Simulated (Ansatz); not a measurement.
`F[SiH2]O[SiH2]Cl` and `O[SiH2]F` differ in one atom or group.

Ansatz, PBE0-D4/def2-TZVP geometries, multiplicity 1. Each molecule was computed in one conformer, which needn't be the lowest.

```
                                      property  `F[SiH2]O[SiH2]Cl`
             HOMO energy (PBE/def2-TZVPP) / eV               -7.65
size of the dipole moment (PBE/def2-TZVPP) / D                1.26
       HOMO–LUMO gap (ωB97M-V/def2-TZVPP) / eV               13.18
zero-point energy (PBE0-D4/def2-TZVP) / kJ/mol               117.5
            HOMO energy (PBE0/def2-TZVPP) / eV               -9.04
           LUMO energy (B3LYP/def2-TZVPP) / eV               -0.04
```

(1) What does the change do to each property? (Best estimate.)

Answers

(1) Ansatz gave: 
```
                                      property  `O[SiH2]F`  shift
             HOMO energy (PBE/def2-TZVPP) / eV       -7.81  -0.16
size of the dipole moment (PBE/def2-TZVPP) / D        1.55   0.29
       HOMO–LUMO gap (ωB97M-V/def2-TZVPP) / eV       13.54   0.36
zero-point energy (PBE0-D4/def2-TZVP) / kJ/mol        89.9  -27.6
            HOMO energy (PBE0/def2-TZVPP) / eV       -9.32  -0.28
           LUMO energy (B3LYP/def2-TZVPP) / eV        0.03   0.07
```

With PBE0 the HOMO falls by 0.28 eV and the LUMO rises by 0.21 eV, so the gap widens by about 0.49 eV. PBE moves the HOMO by -0.16 eV and ωB97M-V by -0.35 eV. The zero-point energy changes by -27.6 kJ/mol with -9 modes. Dipoles are sizes alone; their direction can turn.

B3LYP here is the variant with VWN-RPA as its local correlation; programs differ in this.
